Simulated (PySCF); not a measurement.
# [ZrS2]-, doublet: data card

These are results of PySCF, UPBE0, basis Zr def2-SVPD with ECP28, S def2-SVPD (scalar-relativistic core potentials, no spin–orbit coupling, density fitting), not measurements.

The structure is a minimum.

| Quantity | Value |
| --- | --- |
| Point group | C2v |
| Bond lengths | Zr–S 2.264 Å (×2) |
| Bond angles | S–Zr–S 117.4° |
| Rotational constants | 0.3262, 0.07041, 0.05791 cm⁻¹ |
| Highest occupied level (α) | -0.97 eV |
| Zero-point energy | 6.5 kJ/mol |
| Principal quadrupole moments (Buckingham, traceless) about the centre of mass | -22.82, 8.72, 14.10 D Å |
| Enthalpy at 298.15 K above 0 K | 12.96 kJ/mol |
| Principal polarisabilities | 169.1, 176.7, 189.9 bohr³ |
| Rotational symmetry number | 2 |
| Entropy at 298.15 K and 1 bar (electronic part: spin only) | 301.3 J/(mol K) |
| Heat capacity Cp at 298.15 K | 52.1 J/(mol K) |
| Lowest empty level (β) | 1.48 eV |
| Spin squared ⟨S²⟩ | 0.757 |
| Dipole moment about the centre of mass | 4.21 D |

Harmonic modes (masses in u: Zr 89.905, S 31.972):
```tsv
symmetry	ω (cm⁻¹)	IR (km/mol)	μ (u)	type
a1	128	1.3	37.42	bend
a1	481	35.3	36.43	stretch
b2	483	208	41.00	stretch
```

In C2v the vibrations span 2a1 + b2. Here b1 is antisymmetric to the molecular plane and b2 lies in it.

Charges (e); Mulliken and Löwdin values are unreliable with diffuse functions:
```json
{"atom": "Zr1", "Mulliken": "0.52", "Löwdin": "-0.15", "polar tensor": "0.87", "spin (Mulliken)": "1.28", "Mayer order to Zr1": "–"}
{"atom": "S2,3", "Mulliken": "-0.76", "Löwdin": "-0.43", "polar tensor": "-0.94", "spin (Mulliken)": "-0.14", "Mayer order to Zr1": "1.71"}
```

Mulliken populations on Zr1 (electrons outside its core potential): s 2.87, p 6.29, d 2.27, f 0.05.

Formally Zr is in oxidation state +3, d1, with 1 unpaired electron. The Mulliken spin on Zr is 1.28. The polar-tensor charge on Zr, 0.87, is far below the formal one.

Only a few start shapes were tried, so a lower isomer may exist. Other spin states or occupations of the open shell can lie lower. The lowest empty level of this anion is unbound, so it and the gap depend on the basis.

The final relaxation and frequency run took roughly 100 core-seconds on a shared host.
